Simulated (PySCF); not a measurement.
**How the method changes the constants of BPb⁻**

State: ³Π (triplet), unpaired electrons σ ↑, π ↑. Set-up: basis B def2-SVPD, Pb def2-SVPD with ECP60; scalar-relativistic core potentials; PySCF 2.14. De refers to B + Pb⁻ in their high-spin ground configurations, without counterpoise correction. The functionals are run spin-unrestricted. A positive dipole points towards Pb; it is taken about the centre of mass and depends on that origin. Levels whose curve was spin-contaminated or gave no clean fit are not listed.

| Level | Re (Å) | ωe (cm⁻¹) | De (eV) | μ (D) | CPU s a point (SCF and correlation, without the integrals) |
| --- | --- | --- | --- | --- | --- |
| UHF-CCSD | 2.204 | 540 | 1.97 | n/a | n/a |
| UHF-CCSD(T) | 2.218 | 525 | 2.26 | n/a | 8.1 |
| PBE | 2.205 | 536 | 3.03 | 4.87 | 1.4 |
| PW91 | 2.203 | 537 | 3.02 | 4.85 | 1.3 |
| BLYP | 2.228 | 510 | 2.88 | 4.89 | 0.47 |
| BP86 | 2.211 | 529 | 2.96 | 4.82 | 1.1 |
| r²SCAN | 2.192 | 552 | 2.69 | 4.64 | 1 |
| PBE0 | 2.181 | 566 | 2.65 | 4.79 | 1.1 |
| ωB97X | 2.166 | 582 | 2.83 | 4.83 | 0.88 |

Task: Which functional lies closest to UHF-CCSD(T) in De, which farthest, and by how much do they differ from it?

Result: Closest is PBE0 (-3.7 pm in Re, +7.8 % in ωe, +0.39 eV in De against UHF-CCSD(T) in the same basis), farthest PBE (-1.3 pm in Re, +2.1 % in ωe, +0.77 eV in De). CCSD(T) converges more slowly with the basis than the functionals do and binds too weakly in this one, so the order can change at the basis-set limit.

Task: What does a quarter of exact exchange do here, going from PBE to PBE0?

Result: PBE0 less PBE: -2.4 pm in Re, +5.6 % in ωe, -0.38 eV in De. Exact exchange removes part of the self-interaction that spreads semilocal densities, and in most molecules shortens and stiffens the bond and lowers De; so it does here.

Task: What does the step from GGA to meta-GGA do here, going from PBE to r²SCAN?

Result: r²SCAN less PBE: -1.3 pm in Re, +3.0 % in ωe, -0.34 eV in De. 

Correlated steps freeze 5 core orbitals. Correlated levels converge slowly with the basis: in double zeta they bind strong bonds too weakly, by up to about 1 eV, and carry superposition errors of some tenths. Spin–orbit coupling is left out, which matters for elements this heavy, above all for dissociation energies. For an ion De counts to the pair picked by the measured ionisation energies or electron affinities, which need not be the lowest pair at this level. The highest Kohn–Sham level is positive in this anion. Much of that is self-interaction error, but it also means that the finite basis helps to hold the extra electron. The state is the lowest determinant that a PBE0 search found; another state may lie lower at other levels.

The whole job (state search and all levels along the bond) took about 3 min on 1 thread of Arm Neoverse V2 (shared host), peak memory 0.6 GiB.
